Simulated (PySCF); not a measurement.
Geometries of 2 isomers of C7H5FO, from PBE0-D3(BJ)/def2-SVP geometry optimisation, gas phase in PySCF 2.14.0. One conformer each, no zero-point energy, no frequencies.

Task: Which is lower in electronic energy at this level?
A.
```xyz
14
angstrom
O      3.000   -1.077   -0.222
C      2.339   -0.113   -0.021
F      2.923    1.070    0.230
C      0.865   -0.026   -0.007
C      0.195    1.177    0.246
C     -1.196    1.203    0.251
C     -1.918    0.035    0.004
C     -1.251   -1.165   -0.250
C      0.139   -1.197   -0.256
H      0.771    2.083    0.438
H     -1.722    2.140    0.448
H     -3.010    0.059    0.010
H     -1.819   -2.078   -0.443
H      0.686   -2.122   -0.451
```
B.
```xyz
14
angstrom
O      3.064   -0.464    0.195
C      2.227    0.310   -0.192
C      0.768    0.104   -0.038
C      0.288   -1.048    0.595
C     -1.081   -1.236    0.736
C     -1.979   -0.283    0.251
C     -1.484    0.856   -0.375
F     -2.340    1.763   -0.836
C     -0.120    1.066   -0.527
H      2.511    1.263   -0.709
H      1.013   -1.777    0.965
H     -1.466   -2.132    1.229
H     -3.059   -0.408    0.349
H      0.238    1.972   -1.024
```

Result: A. That is `O=C(F)c1ccccc1`, 18.6 kcal/mol below the other.

```csv
SMILES,atoms numbered as above,E (Eh),relative (kcal/mol),relative (kJ/mol),dipole (D)
O=C(F)c1ccccc1,[O:1]=[C:2]([F:3])[c:4]1[cH:5][cH:6][cH:7][cH:8][cH:9]1,-444.03403,0.0,0.0,3.70
O=Cc1cccc(F)c1,[O:1]=[CH:2][c:3]1[cH:4][cH:5][cH:6][c:7]([F:8])[cH:9]1,-444.00432,18.6,78.0,1.95
```
